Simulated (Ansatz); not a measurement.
C2H5ClF2Si can be A, `F[C@@H]([SiH3])[C@@H](F)Cl`, or B, `FC[SiH](F)CCl`.

Calculated with Ansatz (gas phase, PBE0-D4/def2-TZVP geometries, no zero-point term in ΔE). CBS: MP2 limit from def2 TZ/QZ plus the TZ coupled-cluster correction, frozen cores. DFT in def2-TZVPP. B3LYP here is the variant with VWN-RPA as its local correlation; programs differ in this. One conformer a species, not always the lowest.

(1) Which is lower in electronic energy at CCSD(T)/CBS, and by how much? (Estimate.)

(2) Give E(B) − E(A) in kJ/mol with B3LYP-D4, HF/def2-TZVPP, PBE-D4, PBE0-D4, B2PLYP, MP2/def2-TZVPP, r2SCAN-D4. (Estimate.)

Largest T1 diagnostic: 0.012.

Answers

(1) Ansatz gave: B, by 243.4 kJ/mol.

(2) The calculation gave: B3LYP-D4 -236.0, HF/def2-TZVPP -244.1, PBE-D4 -222.4, PBE0-D4 -230.3, B2PLYP -240.7, MP2/def2-TZVPP -247.3, r2SCAN-D4 -232.4. None reverses the order clearly.

From PBE to PBE0 (25 % exact exchange), in def2-TZVPP and without D4, E(B) − E(A) moves by −7.8 kJ/mol.
